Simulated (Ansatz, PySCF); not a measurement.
Gas-phase reaction in SMILES: CC[Si](Br)(Br)CC [dibromo(diethyl)silane] + 6 [H][H] (H2) → 2 Br (HBr) + 4 C (CH4) + [SiH4] (SiH4)
Structures are relaxed separately at B3LYP-D3(BJ)/def2-TZVP in Ansatz (a first-principles code), one conformer each, not searched for the lowest. Frequencies are from PySCF.
Geometry of the first species:
```
Si
C 1 1.8660
H 2 1.0925 1 107.90
H 2 1.0944 3 106.24 1 -114.44
C 2 1.5334 3 110.85 4 -120.41
H 5 1.0908 2 111.26 3 -61.80
H 5 1.0912 6 107.77 2 -121.80
H 5 1.0918 6 107.65 7 -115.64
C 1 1.8660 2 114.31 3 179.91
H 9 1.0925 1 107.90 2 179.91
H 9 1.0944 10 106.24 1 -114.44
C 9 1.5334 10 110.85 11 -120.41
H 12 1.0908 9 111.26 10 -61.80
H 12 1.0912 13 107.77 9 -121.80
H 12 1.0918 13 107.65 14 -115.64
Br 1 2.2437 2 108.12 3 -58.74
Br 1 2.2437 2 108.82 3 58.95
```
Charge 0, spin multiplicity 1.

Property: energy of full hydrogenation (enthalpy at 298 K, with B3LYP-D3(BJ) rigid-rotor harmonic-oscillator terms), in eV. Valence correlation only, unless marked. Spin-orbit coupling is left out. Frozen are the shells of the preceding noble gas and the d and f shells that filled before the atom's block. Non-relativistic. Basis-set limits of correlation are two-point, X^-3; Hartree-Fock from the larger set. The bracket is a focal-point correction in the basis named.

```json
[
 {"level": "HF/STO-3G", "program": "Ansatz", "energy of full hydrogenation (eV)": "-0.31", "minus last row": "-0.53"},
 {"level": "B3LYP-D4/def2-TZVPD", "program": "Ansatz + dftd4", "energy of full hydrogenation (eV)": "0.10", "minus last row": "-0.12"},
 {"level": "PBE0/def2-TZVP", "program": "Ansatz", "energy of full hydrogenation (eV)": "-0.10", "minus last row": "-0.32"},
 {"level": "RI-MP2/CBS(def2-TZVPP,def2-QZVPP)", "program": "Ansatz", "energy of full hydrogenation (eV)": "0.66", "minus last row": "0.44"},
 {"level": "SCS-MP2/def2-TZVPP", "program": "Ansatz", "energy of full hydrogenation (eV)": "0.09", "minus last row": "-0.13"},
 {"level": "CCSD(T)/def2-SVP", "program": "Ansatz", "energy of full hydrogenation (eV)": "-0.51", "minus last row": "-0.73"},
 {"level": "CCSD(T)/def2-SVPD", "program": "Ansatz", "energy of full hydrogenation (eV)": "-0.35", "minus last row": "-0.57"},
 {"level": "RI-MP2/CBS(def2-TZVPP,def2-QZVPP)+[CCSD(T)-MP2]/def2-SVP", "program": "Ansatz", "energy of full hydrogenation (eV)": "0.25", "minus last row": "0.03"},
 {"level": "RI-MP2/CBS(def2-TZVPP,def2-QZVPP)+[CCSD(T)-MP2]/def2-TZVPP", "program": "Ansatz", "energy of full hydrogenation (eV)": "0.24", "minus last row": "0.02"},
 {"level": "RI-MP2/CBS(def2-TZVPPD,def2-QZVPPD)+[CCSD(T)-MP2]/def2-TZVPPD", "program": "Ansatz", "energy of full hydrogenation (eV)": "0.22", "minus last row": "0.00"}
]
```
